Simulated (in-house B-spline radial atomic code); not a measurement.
A calculation on Ag (an excited or competing configuration): its settings, and results tabulated from the run. All numbers are computed (scalar-relativistic (X2C) RPBE, spin-polarised, spherical fractional occupations; Fermi nucleus of rms radius 4.5454 fm) with a B-spline radial code for spherical atoms, not measured.

Command:
```bash
python run_scf.py task.json out
```
Settings (nuclear radius in fm, mass in u):
```
Z                47
configuration    [Ar] 3d9 4s2 4p6 4d10 5s2
hamiltonian      x2c
method           rpbe,pbe
spin_polarised   True
nucleus          fermi
rms_radius       4.5454
atomic_mass      106.90509
speed_of_light   137.035999084
```

Output (hartree, bohr):
```
 radial grid: 77 intervals, B-splines of order 8, outer radius 50 bohr

 iter        energy (Eh)    residual
    1       -5298.854922    4.55e-01
    2       -5297.750255    3.63e-01
    3       -5301.893061    4.25e-02
    4       -5301.936846    9.58e-03
    5       -5301.929006    1.64e-02
    6       -5301.941711    2.47e-03
    7       -5301.941933    4.81e-05
    8       -5301.941933    1.97e-05
    9       -5301.941933    2.84e-06
   10       -5301.941933    6.35e-08

 total energy                     -5301.94193
 kinetic                            5550.1536
 electron-nucleus                 -12832.2560
 Hartree                            2129.3454
 exchange-correlation               -149.1849

 orbital      occ     eigenvalue          <r>       <r^2>       <1/r>       r_max
 1s up      1.000      -930.6382    0.0305596  0.00127309     51.4438      0.0195
 1s down    1.000      -930.6378    0.0305595  0.00127308     51.4439      0.0195
 2s up      1.000      -138.2498     0.134434   0.0213673     11.6119      0.1139
 2s down    1.000      -138.1776     0.134398    0.021356     11.6158      0.1139
 2p up      3.000      -124.1860     0.117418   0.0168491     10.8902     0.09089
 2p down    3.000      -124.1319     0.117378   0.0168369     10.8934     0.09087
 3s up      1.000       -26.0784     0.365597    0.152962     4.06088      0.3314
 3s down    1.000       -25.9902     0.365844    0.153174     4.05698      0.3315
 3p up      3.000       -21.4572     0.363921    0.153798      3.8111      0.3242
 3p down    3.000       -21.3679     0.364248    0.154082     3.80687      0.3243
 3d up      5.000       -14.2161     0.340522    0.137771     3.57472      0.2714
 3d down    4.000       -14.1130     0.341058    0.138258     3.57055      0.2717
 4s up      1.000        -3.7791     0.893696    0.905038     1.56383      0.8097
 4s down    1.000        -3.7661     0.895052    0.907755     1.56078      0.8107
 4p up      3.000        -2.4073      0.97342     1.08583      1.4005      0.8585
 4p down    3.000        -2.3964     0.975254     1.08993     1.39744      0.8599
 4d up      5.000        -0.4452      1.28775     2.02132     1.05242      0.9875
 4d down    5.000        -0.4383      1.29388     2.04179     1.04787      0.9907
 5s up      1.000        -0.1988      2.96623      10.243    0.435126       2.376
 5s down    1.000        -0.1984      2.97053     10.2719    0.434398        2.38
```

Cost of the run: 0.15 s on 1 thread of Arm Neoverse V2, on a shared host.

One-electron X2C: radii and densities carry no picture-change correction, so inner-shell <1/r> comes out high (for 1s by about 2 % at Z = 33, 5 % at 54, 10 % at 75, 30 % at 118) and <r> low.
